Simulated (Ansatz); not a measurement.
TaS(OH)3 (TaSO₃H₃). Total charge 0; singlet. Geometry PBE-D4/def2-SVP; atoms count from 1.

```xyz
8

Ta    0.020   -0.031   -0.001
S     1.222   -1.860   -0.068
O     1.097    1.422    0.617
H     2.029    1.479    0.887
O    -1.455   -0.275    1.189
H    -1.741   -1.028    1.734
O    -0.638    0.369   -1.750
H    -0.534   -0.076   -2.608
```

In the def2 sets Ta takes a core potential; there is no spin–orbit coupling.

Q: Estimate the Mulliken populations from the PBE0/def2-TZVP orbitals of Ansatz.

A: 
```json
{"atom": "Ta1", "charge (e)": "1.31", "d electrons": "2.68"}
{"atom": "S2", "charge (e)": "-0.43", "d electrons": "–"}
{"atom": "O3", "charge (e)": "-0.65", "d electrons": "–"}
{"atom": "H4", "charge (e)": "0.36", "d electrons": "–"}
{"atom": "O5", "charge (e)": "-0.65", "d electrons": "–"}
{"atom": "H6", "charge (e)": "0.36", "d electrons": "–"}
{"atom": "O7", "charge (e)": "-0.65", "d electrons": "–"}
{"atom": "H8", "charge (e)": "0.36", "d electrons": "–"}
```
Mulliken values depend strongly on the basis.

Q: And the Mayer bond orders between heavy atoms (over 0.3)?

A: Ta1–S2 2.25 (2.19 Å); Ta1–O3 1.08 (1.91 Å); Ta1–O5 1.08 (1.91 Å); Ta1–O7 1.08 (1.91 Å).
